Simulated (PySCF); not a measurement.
Species: C4H7NOSi.
Atom-mapped SMILES: `[N:1]#[C:2][C@@H:3]1[CH2:4][C@H:5]1[SiH2:6][OH:7]`

NICS = −σ at a ghost point: NICS(0) at the centroid of the ring atoms, NICS(1) 1 Å to either side along the normal of their mean plane, zz for the tensor component along that normal. Level: GIAO PBE0/pcSseg-1 (PySCF, non-relativistic, gas phase) on the GFN2-xTB geometry, one conformer.

Ring bond lengths (Å), with Mayer bond orders in brackets: C3–C4 1.504 (0.92), C4–C5 1.495 (0.96), C5–C3 1.516 (0.89).

What do the NICS probes read (ppm)?

| ring | type | NICS(0) | NICS(1), two faces | NICS(1)zz, two faces | rms pucker (Å) | centre to ring atoms, mean (Å) |
| --- | --- | --- | --- | --- | --- | --- |
| C3–C4–C5 | 3-membered carbocycle; formal bonds all single | -46.0 | -8.0 / -9.8 | -22.2 / -27.2 | 0.00 | 0.87 |

What can be read from them?

- C3–C4–C5: mean NICS(1)zz -24.7 ppm, shielded. C3, C4, C5 have four or more neighbours, and the NICS criterion for π rings isn't applied. The two faces differ by 5.0 ppm, so no symmetry operation interchanges them. NICS(0) lies 37 ppm below the mean NICS(1).

What is the mean of the two in-plane components of NICS at the first NICS(1) probe listed for ring C3–C4–C5, 1 Å off the ring?

The isotropic value is a third of the trace: (3 × -8.0 − (-22.2))/2 = -0.9 ppm.

Give the inner angles of the rings and the Hirshfeld charges of the ring atoms.

- C3–C4–C5: C3 59.3° (-0.020 e), C4 60.7° (-0.067 e), C5 59.9° (-0.121 e); sum 180.0° against 180° for a flat convex ring.

What are the shieldings of the ring atoms and their hydrogens in the same run (means over atoms taken as equivalent)?

```tsv
atoms	environment	σ isotropic (ppm)	principal values of the symmetric part, first atom (ppm)
C3	sp3 carbon next to a nitrile	187.9	161.8, 173.4, 228.6
C4	three-membered-ring carbon	173.9	145.0, 175.7, 201.1
C5	sp3 carbon bound to silicon	178.1	144.7, 176.1, 213.4
H on C3	methine hydrogen	30.32	22.3, 29.3, 39.4
H on C4	methylene hydrogen	30.49	25.0, 26.8, 39.7
H on C4	methylene hydrogen	30.55	24.3, 28.0, 39.3
H on C5	methine hydrogen	31.54	25.4, 28.2, 41.0
```

The run took 47 s of wall time (with the writing of density and orbital grids) on one thread of an Arm Neoverse N1, on a shared host, and the process peaked at 0.73 GiB of memory. This is the whole shielding run at PBE0/pcSseg-1, SCF included.

The values belong to the conformer `[N:1]#[C:2][C@@H:3]1[CH2:4][C@H:5]1[SiH2:6][OH:7]`: C4–C5–Si6–O7 36°, H–O7–Si6–C5 -179°.
